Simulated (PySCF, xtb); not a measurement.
In(Me)2(OH) (C2H7InO), SMILES [CH3][In]([CH3])[OH].

GFN2-xTB (xtb) at its own geometry gives an orbital gap of 3.54 eV and a dipole moment of 2.76 D.

The structure is a stationary point at PBE0-D3(BJ)/def2-SVP. The structure was generated by enumeration; whether it is a known compound was not checked. The def2 effective core potentials stand for the cores of In; spin–orbit coupling is left out. The values are those of a single conformer.

Q: What does HF/def2-TZVP (PySCF) give? (Estimate from the structure and the level; the computed values follow.)

A: gap 11.59 eV (levels -10.13 and 1.46 eV), dipole 2.70 D.
